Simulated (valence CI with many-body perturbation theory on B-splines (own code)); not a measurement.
Sn XVIII: calculated level list

Level of theory: relativistic CI+MBPT: five valence electrons over a frozen Dirac-Fock core [Ar] 3d10, a basis of 11 s, 11 p, 10 d, 8 f, 5 g, 2 h functions for each j, with the one-electron correlation potential Σ1 (screened to all orders), the two-electron term Σ2, the three-electron term Σ3, Breit, model QED; selected single and double excitations, second order for the rest, scaled by the run's own slope (own B-spline code, finite nucleus).

No measured levels were compared; by estimate levels hold to about 250 cm⁻¹ or 0.2 % of their energy and the worst to 1 %, as in measured heavy ions of charge 2 to 7; those with d or f electrons hold less well. Among the levels kept, up to 2100 cm⁻¹ of a level comes from second order outside the variational space, and about a tenth of that is noise between levels of different J, which matters for small intervals.

Levels 1 to 45 of 168, with energies above the lowest level, 4s2 4p3 4S°_3/2. "Leading %" is the weight of the configuration and term that name the level; weights of strongly mixed levels are sums over their largest components and can fall short. In the jj column 3d3/2^4 stands for four electrons in 3d with j = 3/2. Lifetimes count E1, E2, E3, M1 and M2 decay at the calculated energies, and are blank where another channel may lead or the interval is too uncertain; long ones can be off by a factor of two.

```
No.  Configuration  Term    J  E (cm⁻¹)  Leading %      g                     Leading jj  Lifetime
  1        4s2 4p3   4S°  3/2         0         50  1.586      4s^2 4p1/2^2 4p3/2 (89 %)          
  2        4s2 4p3   2D°  3/2     65851         55  1.291      4s^2 4p1/2 4p3/2^2 (90 %)    165 μs
  3        4s2 4p3   2D°  5/2     86191         98  1.199      4s^2 4p1/2 4p3/2^2 (98 %)    809 μs
  4        4s2 4p3   2P°  1/2    115020         98  0.664      4s^2 4p1/2 4p3/2^2 (98 %)    111 μs
  5        4s2 4p3   2P°  3/2    179230         60  1.255            4s^2 4p3/2^3 (95 %)   42.6 μs
  6         4s 4p4    4P  5/2    399160         82  1.552      4s 4p1/2^2 4p3/2^2 (86 %)    155 ps
  7         4s 4p4    4P  3/2    443530         69  1.542      4s 4p1/2^2 4p3/2^2 (48 %)   72.2 ps
  8         4s 4p4    4P  1/2    448900         69  2.489      4s 4p1/2^2 4p3/2^2 (65 %)   74.5 ps
  9         4s 4p4    2D  3/2    496770         53  1.087        4s 4p1/2 4p3/2^3 (61 %)   54.4 ps
 10         4s 4p4    2D  5/2    517920         75  1.246        4s 4p1/2 4p3/2^3 (81 %)   74.6 ps
 11         4s 4p4    2P  1/2    557080         35  1.504        4s 4p1/2 4p3/2^3 (50 %)   22.1 ps
 12         4s 4p4    2P  3/2    565290         42  1.166        4s 4p1/2 4p3/2^3 (56 %)   29.6 ps
 13     4s2 4p2 4d    4F  3/2    583530         60  0.676      4s^2 4p1/2^2 4d3/2 (62 %)   38.6 ps
 14     4s2 4p2 4d    4F  5/2    603810         45  1.153      4s^2 4p1/2^2 4d5/2 (69 %)   64.0 ps
 15     4s2 4p2 4d    4D  1/2    633580         38  0.844  4s^2 4p1/2 4p3/2 4d3/2 (49 %)   72.8 ps
 16     4s2 4p2 4d    2F  5/2    636190         60  0.944  4s^2 4p1/2 4p3/2 4d3/2 (88 %)    466 ps
 17     4s2 4p2 4d    4F  7/2    646770         78  1.216  4s^2 4p1/2 4p3/2 4d5/2 (60 %)   1.77 ns
 18     4s2 4p2 4d    4D  3/2    650330         56  1.045  4s^2 4p1/2 4p3/2 4d3/2 (73 %)   27.5 ps
 19     4s2 4p2 4d    2F  7/2    652790         47  1.243  4s^2 4p1/2 4p3/2 4d5/2 (56 %)   5.70 ns
 20     4s2 4p2 4d    4D  1/2    654620         52  0.550  4s^2 4p1/2 4p3/2 4d3/2 (41 %)   24.7 ps
 21     4s2 4p2 4d    4F  9/2    668860         65  1.256  4s^2 4p1/2 4p3/2 4d5/2 (88 %)          
 22     4s2 4p2 4d    4D  5/2    676690         41  1.190  4s^2 4p1/2 4p3/2 4d5/2 (72 %)   30.6 ps
 23     4s2 4p2 4d    2P  3/2    689380         50  1.232  4s^2 4p1/2 4p3/2 4d5/2 (64 %)   7.84 ps
 24     4s2 4p2 4d    2G  7/2    708720         59  1.045  4s^2 4p1/2 4p3/2 4d5/2 (43 %)   48.9 ps
 25     4s2 4p2 4d    4P  5/2    715710         58  1.461  4s^2 4p1/2 4p3/2 4d5/2 (44 %)   4.02 ps
 26     4s2 4p2 4d    4P  3/2    721740         48  1.440  4s^2 4p1/2 4p3/2 4d3/2 (54 %)   4.33 ps
 27     4s2 4p2 4d    4P  1/2    723440         46  1.991  4s^2 4p1/2 4p3/2 4d3/2 (74 %)   4.28 ps
 28     4s2 4p2 4d    2F  7/2    740460         49  1.204      4s^2 4p3/2^2 4d5/2 (92 %)    291 ps
 29     4s2 4p2 4d    2D  3/2    740700         72  0.927  4s^2 4p1/2 4p3/2 4d5/2 (52 %)   12.7 ps
 30     4s2 4p2 4d    2G  9/2    751780         64  1.186      4s^2 4p3/2^2 4d5/2 (87 %)   94.9 μs
 31     4s2 4p2 4d    2P  1/2    755680         54  1.046      4s^2 4p3/2^2 4d3/2 (31 %)   4.64 ps
 32     4s2 4p2 4d    2D  5/2    757780         67  1.116  4s^2 4p1/2 4p3/2 4d5/2 (42 %)   3.84 ps
 33     4s2 4p2 4d    2P  1/2    778130         73  1.000  4s^2 4p1/2 4p3/2 4d5/2 (55 %)   6.28 ps
 34     4s2 4p2 4d    2D  3/2    784740         55  1.050      4s^2 4p3/2^2 4d3/2 (73 %)   3.92 ps
 35     4s2 4p2 4d    2D  5/2    792150         37  1.147      4s^2 4p3/2^2 4d3/2 (48 %)   3.44 ps
 36     4s2 4p2 4d    2D  5/2    808080         86  1.203      4s^2 4p3/2^2 4d5/2 (88 %)   67.3 ps
 37     4s2 4p2 4d    2F  7/2    818820         88  1.128      4s^2 4p3/2^2 4d3/2 (62 %)   2.93 ps
 38     4s2 4p2 4d    2S  1/2    826890         50  1.906      4s^2 4p3/2^2 4d5/2 (40 %)   4.60 ps
 39     4s2 4p2 4d    2P  3/2    827120         61  1.200      4s^2 4p3/2^2 4d5/2 (46 %)   4.65 ps
 40     4s2 4p2 4d    2D  3/2    857810         82  0.891      4s^2 4p3/2^2 4d5/2 (43 %)   3.76 ps
 41     4s2 4p2 4d    2D  5/2    867990         56  1.096      4s^2 4p3/2^2 4d5/2 (74 %)   3.27 ps
 42            4p5   2P°  3/2    899190         73  1.332         4p1/2^2 4p3/2^3 (73 %)   30.6 ps
 43      4s 4p3 4d   6D°  1/2    938380         84  3.169  4s 4p1/2^2 4p3/2 4d3/2 (56 %)    489 ps
 44      4s 4p3 4d   6D°  3/2    940260         83  1.776  4s 4p1/2^2 4p3/2 4d3/2 (51 %)    254 ps
 45      4s 4p3 4d   6D°  5/2    940630         76  1.562  4s 4p1/2^2 4p3/2 4d3/2 (53 %)    347 ps
```

Names give the largest LS component (configuration and term), which can be under half, so a name can repeat, a term be missing and a line seem to break the LS rules; names also repeat where a configuration has a term twice.

The ionisation energy to 4s2 4p2 3P_0 of the next ion comes out as 467.99 eV (NIST: 466 ± 3 eV (theoretical)). All 168 levels together are meant to be complete up to 1432300 cm⁻¹.
